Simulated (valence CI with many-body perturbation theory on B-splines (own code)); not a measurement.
**Hyperfine factors and g values of Pm²²⁺**

Computed by configuration interaction combined with many-body perturbation theory (CI+MBPT): three valence electrons over a frozen Dirac-Fock core [Kr], radial functions for each j: 9 s, 9 p, 10 d, 8 f, 5 g, 3 h, 1 i, with the one-electron correlation potential Σ1, the two-electron term Σ2, the three-electron term Σ3, Breit, model QED; selected CI, second order for the rest (own B-spline code, finite nucleus).

No measured spectrum was set against this ion. As an estimate, terms of the open shell hold to 2 to 4 % of their energy, and close levels can change places. Only levels of the ground parity were solved; by the run's estimate the other parity begins above the list, which can be wrong where configurations are misplaced.

A/g_I is the dipole constant over the nuclear g factor μ/I (μ in nuclear magnetons, uniformly magnetised nucleus), B/Q the quadrupole constant per barn. Both hold the static response of the core; the bare values leave it out. Large factors of s and p1/2 electrons are usually good to 5 to 10 %; those of open d and f shells near neutrality can be off by tens of per cent, and small factors of p3/2, d and f electrons come from cancelling terms and can be off by a factor of two or in sign, in half-filled shells by more. B is blank for J = 1/2, where it vanishes, and for nearly pure S terms. Energies count from the lowest level.

Levels are named by their leading jj configuration (3d3/2^4 stands for four electrons in 3d with j = 3/2), which in mixed levels can hold well under half, so a name can repeat and another be missing. Letters in brackets count levels of one name in rising energy.

```
                    Level  E (cm⁻¹)      g  A/g_I (MHz)  A/g_I bare  B/Q (MHz/b)  B/Q bare
          (4d3/2^3) J=3/2       0.0  0.565        11100       10300        -4800     -4580
(4d3/2^2 4d5/2) J=5/2 [a]     31446  1.042         5980        5890        -2930     -2810
    (4d3/2^2 4d5/2) J=7/2     48739  1.131         5740        5770         -304      -307
    (4d3/2^2 4d5/2) J=3/2     49468  1.315         4490        4770        -2840     -2710
    (4d3/2^2 4d5/2) J=9/2     54969  1.118         6280        6280         4580      4330
    (4d3/2^2 4d5/2) J=1/2     58003  2.008        -5940       -4650                       
(4d3/2 4d5/2^2) J=7/2 [a]     86795  1.014         5760        5630         1880      1790
(4d3/2^2 4d5/2) J=5/2 [b]     88320  1.500         1790        2330         6800      6460
    (4d3/2 4d5/2^2) J=9/2     91848  1.122         5170        5190         3790      3600
(4d3/2 4d5/2^2) J=3/2 [a]    103340  1.163         5450        5520        -6530     -6220
    (4d3/2 4d5/2^2) J=1/2    108740  1.324        -1430       -1070                       
   (4d3/2 4d5/2^2) J=11/2    113810  1.089         5730        5700        14000     13400
(4d3/2 4d5/2^2) J=5/2 [a]    121730  1.176         4200        4310         3640      3460
(4d3/2 4d5/2^2) J=5/2 [b]    128420  1.001         5350        5220         3660      3490
(4d3/2 4d5/2^2) J=7/2 [b]    134660  1.119         5730        5740         3250      3120
          (4d5/2^3) J=9/2    142840  1.108         4430        4440         3070      2930
          (4d5/2^3) J=3/2    152370  1.175         5470        5560         2340      2230
(4d3/2 4d5/2^2) J=3/2 [b]    190180  0.839         8530        8150         6990      6660
          (4d5/2^3) J=5/2    201180  1.158         4280        4350         3340      3180
```

(1) Take the isotope of mass number 147, with I = 7/2, μ = 2.58 μN and Q = 0.74 b. What is the hyperfine structure of (4d3/2^2 4d5/2) J=9/2?

## Answers

(1) From the table A = 4630 MHz, B = 3390 MHz. Shifts from the centre of gravity in MHz: F = 1: -87600, F = 2: -78800, F = 3: -65500, F = 4: -47700, F = 5: -25000, F = 6: 2600, F = 7: 35400, F = 8: 73800.
